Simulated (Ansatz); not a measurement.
Basis-set extrapolation for C4H8Si, SMILES `C=CC1C[SiH2]1` (PBE0-D4/def2-TZVP geometry, frozen core, the Gaussian-basis code of Ansatz). Multiplicity 1, RHF reference.

```tsv
	def2-TZVPP	def2-QZVPP
HF	-445.057492	-445.073520
MP2 correlation	-0.788579	-0.838866
CCSD(T) correlation	-0.875351	not run
```

Energies in hartree. Use E(X) = E(∞) + A·exp(−7.88·√X) for Hartree–Fock and E(X) = E(∞) + B·X^(−2.97) for correlation, with X = 3 and 4, and add CCSD(T) minus MP2 of the smaller set to the MP2 limit.

Problem. What is the CCSD(T) energy at the basis-set limit?

Solution. HF limit: -445.073520 + (-0.016028) × 0.13774 = -445.07573. MP2 limit: -0.838866 + (-0.050287) × 0.74074 = -0.87612. Higher-order term: -0.875351 − (-0.788579) = -0.08677. Total: -446.03862 hartree, 2.88 eV below CCSD(T)/def2-TZVPP.
